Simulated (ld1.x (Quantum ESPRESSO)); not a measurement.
## chlorine (Cl), TM: configuration errors across variants

Cl (Z = 17), norm-conserving Troullier–Martins (Kleinman–Bylander form), made with ld1.x (Quantum ESPRESSO) 7.5 (PBEsol, non-relativistic). Core [Ne], reference 3s2 3p4 (charge +1). Waves: 3s (bound): rc 1.00 bohr; 3d channel at -0.15 Ry: rc 1.05 bohr; 3p (bound): rc 0.90 bohr. Local part: the p channel. Core correction: none.

All-electron excitation energies from the reference (eV): (1) 3s2 3p5 -13.851; (2) 3s2 3p3 25.410; (3) 3s2 3p2 63.671; (4) 3s2 3p1 115.862; (5) 3s1 3p6 -1.917; (6) 3s2 3p4.5 -8.279; (7) 3s1 3p5 12.478.

3 further variants failed, have other tests or another functional or relativity, and are left out.

A true bound ghost makes a file unfit for plane-wave use even where its test errors are small: the radial tests pick states by their node count and pass the ghost by.

Errors AE − PS in meV (a dash: test not solved or not reliable):

```csv
change,(1),(2),(3),(4),(5),(6),(7),bound ghosts
base,+9.4,+20,+105,+298,+10,+2.9,+8.0,none
wave 3d channel at -0.15 Ry: rc 1.05 bohr becomes 3d channel at -0.15 Ry: rc 0.68 bohr,+9.4,+20,+105,+298,+10,+2.9,+8.0,none
local potential all-electron potential smoothed inside 0.90 bohr (lloc = -2),+6.9,+15,+79,+225,+9.9,+2.1,+7.2,none
wave 3d channel at -0.15 Ry: rc 1.05 bohr becomes 3d channel at 0.74 Ry: rc 1.05 bohr,+9.4,+20,+105,+298,+10,+2.9,+8.0,none
"all radii scaled by about 1.40 (s 1.40, p 1.26, d 1.48 bohr)",+4.0,+10,+60,+190,+4.1,+1.3,+1.7,none
wave 3s (bound): rc 1.00 bohr becomes 3s (bound): rc 1.44 bohr,+9.1,+19,+97,+267,+22,+2.8,+19,none
```

Q: Give the same row for: wave 3p (bound): rc 0.90 bohr becomes 3p (bound): rc 0.76 bohr.

A: +18, +31, +135, +239, +30, +5.3, +21; bound ghosts: s.
